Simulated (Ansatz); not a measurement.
Relaxation of Cl$_{4}$FGeH (7 atoms, charge 0, multiplicity 1), to a largest force component of 0.03 eV/Å in at most 50 steps.

These are results of Ansatz, RKS B3LYP/def2-SVP, not measurements.

```xyz
7
Properties=species:S:1:pos:R:3:forces:R:3
Ge 0.210 0.000 -0.054 0.17 0.00 0.38
Cl 0.346 0.000 2.146 -0.08 0.00 -0.46
Cl 2.249 0.000 -0.749 0.01 0.00 0.01
Cl -0.706 1.792 -0.784 0.01 0.01 -0.01
Cl -0.706 -1.792 -0.784 0.01 -0.01 -0.01
F -2.464 0.000 1.035 -0.25 0.00 -0.11
H -2.211 0.000 1.925 0.13 0.00 0.19
```

Problem. Where does it end, and by what steps?

Solution. The run converged. After 6 steps the energy has fallen by 0.058 eV; F6 moved furthest, 0.37 Å.

| step | energy less start (eV) | largest force component (eV/Å) | accepted |
| --- | --- | --- | --- |
| 0 | 0.0000 | 0.462 | yes |
| 1 | -0.0035 | 1.634 | yes |
| 2 | -0.0446 | 0.711 | yes |
| 3 | -0.0457 | 0.203 | yes |
| 4 | -0.0565 | 0.038 | yes |
| 5 | -0.0576 | 0.038 | yes |
| 6 | -0.0577 | 0.004 | yes |

```xyz
7
Properties=species:S:1:pos:R:3
Ge 0.283 0.000 -0.113
Cl 0.251 0.000 2.060
Cl 2.348 0.000 -0.700
Cl -0.658 1.770 -0.855
Cl -0.658 -1.770 -0.855
F -2.748 0.000 1.265
H -2.100 0.000 1.932
```

Whether the end is a true minimum wasn't checked by a vibrational analysis.

The run took 20 s on 4 threads of Arm Neoverse V1, with other jobs on the host, peak memory 0.37 GiB.
